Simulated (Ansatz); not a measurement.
`[SiH3]OP` + `[PH2][GaH2]` → `P[PH][GaH2]` + silanol  (ligand exchange at a P–O bond)

Isolated molecules relaxed with PBE0-D4/def2-TZVP in Ansatz; ΔE leaves out vibrations. CCSD(T)/CBS is the MP2 limit (def2-TZVPP, def2-QZVPP) plus CCSD(T) − MP2 in def2-TZVPP, frozen cores. Functionals use def2-TZVPP. HSE06 is defined as in plane-wave codes. For Ga outer-core shells are correlated without core-valence functions, which leaves a few kJ/mol of doubt a bond. Scalar relativity is left out up to krypton. One conformer a species, not always the lowest.

Task: Is it downhill or uphill in electronic energy at CCSD(T)/CBS, and by how much? (Estimate.)

Result: The calculation gave: Downhill: ΔE = -4.7 kcal/mol.

Task: What do these levels give: PBE0-D4, r2SCAN0-D4, ωB97M-V, revPBE, HSE06, CCSD/def2-SVP, HF/def2-TZVPP, MP2/def2-TZVPP, SCS-MP2/def2-TZVPP, CCSD/def2-TZVPP, CCSD(T)/def2-TZVPP, CCSD/CBS(def2)? (Estimate.)

Result: Ansatz gave: PBE0-D4 -6.6, r2SCAN0-D4 -5.4, ωB97M-V -2.2, revPBE -5.7, HSE06 -5.9, CCSD/def2-SVP -0.3, HF/def2-TZVPP 6.5, MP2/def2-TZVPP -5.3, SCS-MP2/def2-TZVPP -2.0, CCSD/def2-TZVPP -1.5, CCSD(T)/def2-TZVPP -3.4, CCSD/CBS(def2) -2.8 kcal/mol.

Largest T1 diagnostic among the species: 0.014.

From BLYP to BHLYP (50 % exact exchange), in def2-TZVPP and without D4, ΔE moves by +1.8 kcal/mol. The D4 term adds −1.5 kcal/mol with B3LYP and −0.8 kcal/mol with PBE0; it sums over pairs of atoms, weighted by their polarisabilities, and B3LYP, whose exchange is more repulsive, gets the larger term.

B3LYP here is the variant with VWN-RPA as its local correlation; programs differ in this.
